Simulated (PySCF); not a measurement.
# La(II) with more and more H2O

Computed with PySCF 2.14.0, PBE0, def2-SVP on the ligands, density fitting, scalar-relativistic core potentials, no spin-orbit coupling, vacuum. The metal has lcecp-0-SVP with ECP47. Each complex is relaxed within the symmetry of its template. Distances are means of the shortest metal–ligand contacts, charges and spins Mulliken's; removal energies are rigid, with the ligand's formal charge and no counterpoise, so too large; for an anion taken off a cation in vacuum most of it is the attraction of opposite charges, and multiply charged cations can part far more cheaply with an electron moved from ligand to metal. lcecp potentials hold a fixed number of 4f electrons in the core, out of states, spins and gaps.

```csv
complex,point group,M–H2O (Å),charge on M (e),removal of one H2O (eV),"strongest infrared band, degenerate modes summed (cm⁻¹)",unstable modes (below −25 cm⁻¹)
[La(H2O)]2+,C2v,2.537,1.80,2.22,568,0
[La(H2O)3]2+,D3,2.603,1.48,1.80,525,"0 (lowest -22 cm⁻¹, within noise)"
[La(H2O)4]2+,D2d,2.630,1.34,1.64,–,4
```

(1) What does the calculation give for [La(H2O)2]2+?

Members with unstable modes aren't minima as they stand: saddle points kept by symmetry or, where the modes are soft, flat surfaces and noise. Moved off a saddle point of the template and relaxed again: [La(H2O)3]2+. One start shape was tried for each, so a minimum needn't be the lowest isomer. Oxidation states forced by the potential, rare, strongly oxidising or of another configuration in reality: [La(H2O)]2+, [La(H2O)2]2+, [La(H2O)3]2+, [La(H2O)4]2+.

## Answers

(1) point group: D2d, M–H2O (Å): 2.594, charge on M (e): 1.63, removal of one H2O (eV): 1.95, strongest infrared band, degenerate modes summed (cm⁻¹): 552, unstable modes (below −25 cm⁻¹): 0 (lowest -24 cm⁻¹, within noise).
```xyz
7

La    0.0000    0.0000    0.0000
O     0.0000    0.0000    2.5937
H     0.5391    0.5391    3.1989
H    -0.5391   -0.5391    3.1989
O     0.0000    0.0000   -2.5937
H     0.5391   -0.5391   -3.1989
H    -0.5391    0.5391   -3.1989
```
